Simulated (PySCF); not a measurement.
Stepwise substitution at one centre (B OH-H). Isolated molecules, 0 K electronic values unless said otherwise. One relaxed conformer stands for each flexible species; it need not be the lowest. Strings in code marks are SMILES.

The vertical ionisation energy (Delta-SCF) from two functionals at the same geometries (B3LYP-D3(BJ)/def2-TZVP), both in PySCF: PBE-D3(BJ)/def2-TZVP and B3LYP-D3(BJ)/def2-TZVP. B3LYP has the VWN-RPA correlation part, as in Gaussian. Delta-SCF ions had no search for a lower state. 

```csv
species,B3LYP-D3(BJ)/def2-TZVP (eV)
"1 of 3 OH replaced by H (`OBO` (H–O–B–O torsion 180°, O–B–O–H torsion 180°))",11.86
2 of 3 OH replaced by H,11.81
3 of 3 OH replaced by H (`B`),13.14
```

**Question.** What does PBE-D3(BJ)/def2-TZVP give for each?

**Answer.** 
- 1 of 3 OH replaced by H (`OBO` (H–O–B–O torsion 180°, O–B–O–H torsion 180°)): 11.39
- 2 of 3 OH replaced by H: 11.45
- 3 of 3 OH replaced by H (`B`): 12.90
Over these rows, drawn at random from the members with no instability flagged (it was tested for open shells, ions and some series alone), PBE minus B3LYP-D3(BJ): mean -0.36 eV, from -0.46 eV to -0.24 eV.
